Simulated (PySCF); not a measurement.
Species: ZrHF3 (singlet state).
Bonds: Zr1–F3, Zr1–F4, Zr1–F5. Hydrogens: H2 on Zr1.

Computed, not measured: PySCF 2.14.0, PBE0-D3(BJ)/def2-SVP geometry optimisation, gas phase, def2 core potentials past Kr.

How far are the bound atoms from Zr1?

4 atoms: H2 1.846 Å, F3 1.891 Å, F5 1.892 Å, F4 1.892 Å.

List the angles at Zr1.

| angle | degrees | distance of the outer atoms (Å) |
| --- | --- | --- |
| F4–Zr1–F5 | 112.7 | 3.15 |
| F3–Zr1–F4 | 112.2 | 3.14 |
| F3–Zr1–F5 | 112.0 | 3.14 |
| H2–Zr1–F5 | 106.6 | 3.00 |
| H2–Zr1–F3 | 106.5 | 3.00 |
| H2–Zr1–F4 | 106.4 | 2.99 |

What is the shape at Zr1?

Tetrahedral: angles from 106.4° to 112.7°; τ4 = (360° − α − β)/141° = 0.96 with α and β the two widest (0 for a square, 1 for a tetrahedron).

What are the rotational constants (commonest isotopes, rigid rotor)?

A = 4698, B = 4657, C = 2695 MHz: an oblate symmetric top.

Point group: C3v (every atom within 0.08 Å of its image). Charge 0, singlet. Stationary, but not proved a minimum.

Hardware: one thread of an x86-64 server (shared host). Cost: 19 s of wall time. This is the geometry optimisation.
